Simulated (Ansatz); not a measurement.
Geometry optimisation, RHF/def2-SVP (Ansatz).

input.yaml

```yaml
crystal:
  periodic: [false, false, false]
  atoms:
    - { symbol: "N", position_ang: [-0.9926, 0.96185, -1.23748] }
    - { symbol: Si, position_ang: [0.24206, 0.86942, -0.10359] }
    - { symbol: Ge, position_ang: [0.62859, -1.197, 0.9975] }
    - { symbol: H, position_ang: [-1.59364, 0.1881, -1.49521] }
    - { symbol: H, position_ang: [-1.24039, 1.79583, -1.7584] }
    - { symbol: H, position_ang: [0.8713, 2.18135, -0.01635] }
    - { symbol: H, position_ang: [0.31103, -1.03006, 2.44312] }
    - { symbol: H, position_ang: [2.07195, -1.52761, 0.80189] }
    - { symbol: H, position_ang: [-0.24395, -2.22987, 0.37198] }
total_charge: 1
basis:
  gaussian: { orbitals: def2-SVP }
hamiltonian:
  xc: hf
relax:
  f_tol: 0.015
  max_steps: 40
```

Run as:

```bash
$ ansatz run input.yaml --threads 1 --pin off --max-ram 2048MiB --backend cpu --events-out ev --progress --plain --runs-dir out
```

Where does it end, and by what steps?

The forces met the threshold. After 6 steps the energy has fallen by 0.135 eV; H6 moved furthest, 0.09 Å.

```tsv
step	energy less start (eV)	largest force component (eV/Å)	accepted
0	0.0000	1.348	yes
1	-0.1045	0.416	yes
2	-0.1279	0.280	yes
3	-0.1324	0.145	yes
4	-0.1340	0.160	yes
5	-0.1349	0.018	yes
6	-0.1351	0.009	yes
```

```xyz
9
Properties=species:S:1:pos:R:3
N -1.012 0.974 -1.265
Si 0.185 0.848 -0.137
Ge 0.654 -1.255 1.029
H -1.611 0.215 -1.544
H -1.228 1.825 -1.758
H 0.884 2.124 0.051
H 0.323 -0.952 2.483
H 2.133 -1.500 0.771
H -0.274 -2.266 0.374
```

The run took 26 s on 1 thread of AMD EPYC 7R43 64-Core Processor (Zen 3), with other jobs on the host, peak memory 0.19 GiB.
